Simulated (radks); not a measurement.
Problem. The potassium ion K3+, configuration [Ne] 3s2 3p4 (the NIST ground configuration). Calculated with a radial shooting solver on a logarithmic mesh with Libxc functionals: non-relativistic Kohn-Sham, LDA (Slater exchange, Perdew-Zunger correlation), spin-polarised, spherical densities, point nucleus; open shells are filled with parallel spins first. Some entries of the table are withheld. Estimate them.

orbital,occ.,eigenvalue (Ry),<1/r> (bohr^-1),<r> (bohr)
1s up,1,-260.0723,18.50,0.08174
1s down,1,-260.0267,18.50,0.08173
2s up,1,-28.80901,3.758,0.3910
2s down,1,-28.76202,3.759,0.3907
2p up,3,-23.71894,3.691,0.3513
2p down,3,-23.66082,3.691,0.3511
3s up,1,-5.36190,1.160,1.205
3s down,1,-5.17463,1.153,1.212
3p up,3,-4.10631,1.058,1.288
3p down,1,-3.92818,1.048,1.303
3d up,0,-2.24695,0.8216,1.520
3d down,0,-2.09921,0.8022,1.570
4s up,0,-1.67727,0.4654,(1)
4s down,0,-1.63613,0.4560,(2)
4p up,0,-1.34500,0.4152,3.284
4p down,0,-1.31284,0.4067,3.352
4f up,0,-0.63800,(3),4.831
4f down,0,-0.62857,(4),4.968

Solution. 
(1) 4s up <r> (bohr): 2.927
(2) 4s down <r> (bohr): 2.982
(3) 4f up <1/r> (bohr^-1): 0.2408
(4) 4f down <1/r> (bohr^-1): 0.2330
